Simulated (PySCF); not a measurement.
Species: C6H11O (doublet state).
SMILES with atom numbers: `[OH:1][CH:2][CH:3]1[CH2:4][CH2:5][CH2:6][CH2:7]1` (hydrogens: H8 on O1; H9 on C2; H10 on C3; H11, H12 on C4; H13, H14 on C5; H15, H16 on C6; H17, H18 on C7)

Structure used (GFN2-xTB), in Å, numbered top down from 1:
```
atom  x, y, z in Å
O1     3.0500   -0.0178   -0.7585
C2     1.9242    0.5835   -0.2441
C3     0.6506   -0.1478   -0.2974
C4    -0.4746    0.6038   -1.0392
C5    -1.7624   -0.0977   -0.6028
C6    -1.4572   -0.7324    0.7682
C7    -0.0017   -0.3797    1.0821
H8     3.8083    0.5651   -0.6605
H9     2.0093    1.5595    0.1997
H10    0.8320   -1.1095   -0.7837
H11   -0.3341    0.5869   -2.1185
H12   -0.4767    1.6439   -0.7097
H13   -2.5934    0.6048   -0.5459
H14   -2.0325   -0.8699   -1.3232
H15   -1.5795   -1.8144    0.7179
H16   -2.1272   -0.3606    1.5428
H17    0.0506    0.5481    1.6537
H18    0.5056   -1.1594    1.6475
```

The hyperfine couplings belong to this conformer and change with its torsions.

Theory: UKS B3LYP, pcH-1 on C H O, non-relativistic, mean-field spin-orbit, GIAO in PySCF 2.14.0. Isolated species at its GFN2-xTB geometry (one conformer only). GFN2-xTB frequencies show an imaginary mode (70i cm⁻¹), so this geometry is no minimum at that level. A GFN2-xTB geometry isn't a minimum of the functional, and hyperfine couplings can be far from their values at a DFT geometry. No stability test was run, so a lower SCF solution isn't excluded.

**Question.** Give the principal g shifts and their parts.

**Answer.** 
```tsv
Δg (ppm)	1	2	3
relativistic mass correction	-203	-203	-203
gauge correction	4	45	41
orbital Zeeman/spin–orbit	-90	923	2075
total	-289	766	1913
```

So g = 2.00203, 2.00308, 2.00423 and g_iso = 2.00312; the tensor is rhombic: the two nearest values differ by 48 % of g3 − g1. Axes: g3 points within 2° of the O1–H8 bond.

**Question.** What are the electron Larmor frequencies g μB B/h along the three axes at 3350 mT?

**Answer.** 93.8701, 93.9195, 93.9733 GHz for g1, g2 and g3, a range of 103.2 MHz.

**Question.** What effective moment and Curie constant follow for a powder?

**Answer.** With the mean of g² = 4.0125 and S(S+1) = 0.75: μ_eff = √(⟨g²⟩S(S+1)) = 1.735 μB and χT = 0.12505·⟨g²⟩·S(S+1) = 0.376 cm³ K/mol (cgs; spin-Hamiltonian part alone).

**Question.** Average each term over the three axes. Which is largest in size?

**Answer.** The orbital-Zeeman/spin–orbit term 970, the mass correction -203 and the gauge correction 30 ppm, for a total of 797 ppm. The orbital-Zeeman/spin–orbit term is the largest in size. The mass correction is the same along every axis, so the anisotropy comes from the other two: their spans along these axes are 41 (gauge) and 2164 ppm (orbital Zeeman/spin–orbit).

**Question.** In a frozen sample, at which fields do the three g values resonate at 9.5, 34, 94 and 263 GHz (hyperfine left aside), and which band first spreads them over more than twice a line width of 0.5 mT?

**Answer.** 
```
band    GHz  B(g3) mT  B(g2) mT  B(g1) mT  spread mT
   X    9.5    338.66    338.85    339.03       0.37
   Q   34.0   1212.05   1212.74   1213.38       1.33
   W   94.0   3350.95   3352.87   3354.64       3.68
   J  263.0   9375.54   9380.91   9385.85      10.31
```

The spread grows in proportion to the frequency. Q band is the first where it exceeds 1.0 mT.

The largest Mulliken spin populations are on C2 (+0.92), O1 (+0.12) and C3 (-0.09). No atom but C2 exceeds +0.15. The positive populations add up to 1.14 and the negative ones to -0.14, together 2S = 1. The angles at C2 add up to 360.0°, so it is planar; its axial dipolar tensor and the negative coupling of its proton fit spin in a p orbital normal to that plane.

The HOMO–LUMO gaps are 5.04 eV among the α and 8.20 eV among the β orbitals.

Hardware: an Arm Neoverse V2 with one thread, no GPU, shared host with 96 logical CPUs at a one-minute load of 34. Cost: 64 s (with the writing of density and orbital grids), 1.1 GiB resident at most.
